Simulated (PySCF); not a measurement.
Lowest triplet excitation (TDA) (eV) of eight silicon and germanium compounds: TDA-PBE beside TDA-M06-2X, computed with PySCF for isolated molecules in the bases named; differences from unrounded values. The eight are the first of their class met in an unordered collection, after screening for sound electronic states; none was chosen by its value. Each molecule has one DFT geometry for both levels.

```json
[
 {"molecule": "Si(Cl)2(Br)(NH2) (BrCl₂H₂NSi), SMILES N[Si](Cl)(Cl)Br", "basis": "def2-SVPD", "TDA-M06-2X": "6.21"},
 {"molecule": "C3H7NSi, SMILES N#CCC[SiH3]", "basis": "def2-SVPD", "TDA-M06-2X": "6.40"},
 {"molecule": "C3H7FSi, SMILES F[C@H]1C[C@@H]1[SiH3]", "basis": "def2-SVPD", "TDA-M06-2X": "7.66"},
 {"molecule": "Si(Cl)2(NH2)2 (Cl2H4N2Si), SMILES N[Si](N)(Cl)Cl", "basis": "def2-SVPD", "TDA-M06-2X": "6.89"},
 {"molecule": "1,3-oxasiletane-2,4-dione (C2H2O3Si), SMILES O=C1OC(=O)[SiH2]1", "basis": "def2-SVPD", "TDA-M06-2X": "3.95"},
 {"molecule": "C₄H₇FSi, SMILES F[SiH2]/C=C\\C=C", "basis": "def2-SVPD", "TDA-M06-2X": "3.30"},
 {"molecule": "Si(H)(Cl)(Et)(NH2) (C₂H₈ClNSi), SMILES N[SiH](CC)Cl", "basis": "def2-SVPD", "TDA-M06-2X": "6.72"},
 {"molecule": "C₂H₇FOSi₂, SMILES [SiH2](O)[Si@H](C=C)F", "basis": "def2-SVPD", "TDA-M06-2X": "4.47"}
]
```

**Question.** Estimate the TDA-PBE values and say how TDA-PBE differs from TDA-M06-2X over the set. (Estimate from the structure and the level; the computed values follow.)

**Answer.** 
| molecule | TDA-PBE | difference |
|---|---|---|
| Si(Cl)2(Br)(NH2) (BrCl₂H₂NSi), SMILES N[Si](Cl)(Cl)Br | 5.11 | -1.10 |
| C3H7NSi, SMILES N#CCC[SiH3] | 6.25 | -0.15 |
| C3H7FSi, SMILES F[C@H]1C[C@@H]1[SiH3] | 6.51 | -1.15 |
| Si(Cl)2(NH2)2 (Cl2H4N2Si), SMILES N[Si](N)(Cl)Cl | 5.79 | -1.10 |
| 1,3-oxasiletane-2,4-dione (C2H2O3Si), SMILES O=C1OC(=O)[SiH2]1 | 3.49 | -0.46 |
| C₄H₇FSi, SMILES F[SiH2]/C=C\C=C | 2.99 | -0.31 |
| Si(H)(Cl)(Et)(NH2) (C₂H₈ClNSi), SMILES N[SiH](CC)Cl | 5.94 | -0.78 |
| C₂H₇FOSi₂, SMILES [SiH2](O)[Si@H](C=C)F | 4.02 | -0.45 |
TDA-PBE lies below TDA-M06-2X in 8 and above it in 0 of the eight; the mean signed difference is -0.69 and the largest -1.15 eV.
